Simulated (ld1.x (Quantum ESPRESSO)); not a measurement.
# Building the RRKJ potential for rubidium (Rb) (LDA (PZ), fully relativistic).

- Element: Rb (Z = 37)
- Generator: ld1.x (Quantum ESPRESSO) 7.5
- Type: norm-conserving RRKJ (Kleinman–Bylander form)
- Functional: LDA (PZ)
- Relativity: fully relativistic
- Frozen core: [Ar] 3d10
- Valence charge: 9
- Reference configuration: 4s2 4p6 5s1 5p0
- Partial waves: 4s (bound): rc 1.40 bohr; 4p (bound): rc 1.60 bohr; 4d channel at 0.45 Ry: rc 1.65 bohr
- Local potential: the d channel
- Core correction: none
- rho0: 0.005

Open shells are filled in proportion to 2j + 1 (rel_dist='average').

Occupied shells without a wave of their own: 5s. They enter only through the test configuration that unscreens the potential.

All-electron outer shells of the reference configuration (LDA (PZ), scalar-relativistic, ld1.x):

```csv
shell,level (eV),outermost node (bohr),outermost maximum (bohr)
3d,-104.21,–,0.39
4s,-31.97,0.62,1.25
4p,-16.03,0.64,1.42
5s,-2.37,1.79,4.22
5p,-0.79,2.20,6.14
```

**Question.** Estimate the cutoffs (Ry, on a coarse ladder) from which the occupation-weighted sum of valence levels, in a spherical-Bessel basis at the reference potential, stays within 10 and 1 mRy of its value at 400 Ry.

**Answer.** 70 Ry and 90 Ry.

**Question.** Does the potential have ghost states?

**Answer.** No extra level below or beside the all-electron valence levels (s, p1/2, p3/2, d3/2, d5/2, f tested).

**Question.** Which valence shell sets the plane-wave cutoff?

**Answer.** 4s: its level needs 90 Ry to come within 1 mRy, against 50 Ry for 5s.

**Question.** Tests: 4s2 4p6 5s0 5p0; 4s2 4p6 5s0.5 5p0; 4s2 4p6 5s0 5p1; 4s2 4p5 5s1 5p0; 4s1 4p6 5s1 5p0. Which has the largest error in its energy relative to the reference configuration, and how large is it?

**Answer.** 4s2 4p6 5s0 5p0, with +39 meV (all-electron minus pseudo) on +4.28 eV.
